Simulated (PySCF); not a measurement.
Bonds (- single, = double, # triple, : aromatic): F1-Si2 1.614 Å, Si2-Si3 2.311 Å, Si3-P4 2.244 Å. Si2 carries H5, H6; Si3 carries H7, H8; P4 carries H9, H10.

Method: geometry: GFN2-xTB, GIAO PBE0/pcSseg-1 shieldings, in PySCF (fast rotation and ring inversion assumed for equivalent nuclei, isolated molecule, single conformer, no relativistic terms).

Shifts are taken against calculated references (same method and geometry level): TMS for ¹H (31.72 ppm) and ²⁹Si (349.16 ppm); ¹⁹F (170.95 ppm) vs CFCl3; H3PO4 for ³¹P (318.38 ppm).

| atoms | nucleus | count | Hirshfeld charge | δ (ppm) |
| --- | --- | --- | --- | --- |
| P4 | ³¹P | 1 | -0.02 | -319.6 |
| F1 | ¹⁹F | 1 | -0.21 | -258.3 |
| H7/H8 | ¹H | 2 | -0.07 | 4.33 |
| Si3 | ²⁹Si | 1 | 0.19 | ? |
| Si2 | ²⁹Si | 1 | 0.34 | ? |
| H9/H10 | ¹H | 2 | -0.01 | 0.97 |
| H5/H6 | ¹H | 2 | -0.07 | 5.70 |

**Question.** Fill in the missing shifts.

**Answer.** 
- Si2: 11.4 ppm, silicon bonded to F, Si, 2 H
- Si3: -94.4 ppm, silicon bonded to P, Si, 2 H

Unscaled 19F shifts against computed CFCl3 carry errors that often reach 10 to 50 ppm. Experimental scales use liquid or dissolved standards, which lie at an offset from isolated H3PO4.
